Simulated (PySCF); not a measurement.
A side-by-side comparison of computed properties.

First species: Z-3-amino-2-propenenitrile, C3H4N2.
SMILES: `N#C/C=C\N`

Second species: Methyldifluoroisocyanate silane, C2H3F2NOSi.
Cartesian coordinates in Å at the PBE0-D3(BJ)/def2-TZVP level; atoms count from 1:
```
atom  x, y, z in Å
C1    -1.281   -0.775   -0.100
Si2   -0.289    0.762   -0.024
F3    -0.545    1.660   -1.301
F4    -0.699    1.633    1.231
N5     1.375    0.488    0.076
C6     2.452   -0.018    0.175
O7     3.511   -0.486    0.269
H8    -0.982   -1.385   -0.955
H9    -1.149   -1.365    0.809
H10   -2.342   -0.536   -0.203
```

Levels: B97-2/pcSseg-2 for dipole moment, HOMO energy, LUMO energy and HOMO–LUMO gap; PBE0-D3(BJ)/def2-TZVP for rotational constant A and rotational constant C. Geometries: PBE0-D3(BJ)/def2-TZVP. Each species is one conformer at its optimised geometry, gas phase, non-relativistic unless stated. Electronic properties by PySCF.

The conformers computed, where there is a choice (atom-mapped SMILES and torsion angles):
- `[N:1]#[C:2]/[CH:3]=[CH:4]\[NH2:5]`: H–N5–C4–C3 -169°, H–N5–C4–C3 -8°
- `[CH3:1][Si:2]([F:3])([F:4])[N:5]=[C:6]=[O:7]`: C1–Si2–N5–C6 -6°

(1) Which of the two has the higher HOMO energy, and by how much?

(2) Which has the higher dipole moment?

(3) Which has the higher HOMO–LUMO gap?

(4) Which has the higher rotational constant A?

(5) Which of the two has the higher LUMO energy, and by how much?

(6) Which of the two has the higher rotational constant C, and by how much?

Results:

(1) The first: -6.46 eV against -9.04 eV, a difference of 2.58 eV.

(2) The first: 5.33 D against 2.44 D, a difference of 2.89 D.

(3) The second: 9.29 eV against 5.76 eV, a difference of 3.53 eV.

(4) The first: 12.997 GHz against 3.723 GHz, a difference of 9.274 GHz.

(5) The second: 0.25 eV against -0.70 eV, a difference of 0.95 eV.

(6) The first: 2.894 GHz against 1.213 GHz, a difference of 1.681 GHz.

On the first: The dipole matches unit charges of opposite sign 1.11 Å apart (1 e·Å = 4.8032 D). Isolated species at its PBE0-D3(BJ)/def2-TZVP geometry, gas phase.

On the second: In atomic units the dipole is 0.96 e·bohr (1 au = 2.5417 D). One conformer (not necessarily the lowest) at the PBE0-D3(BJ)/def2-TZVP geometry, without solvent, vibrations or thermal averaging.
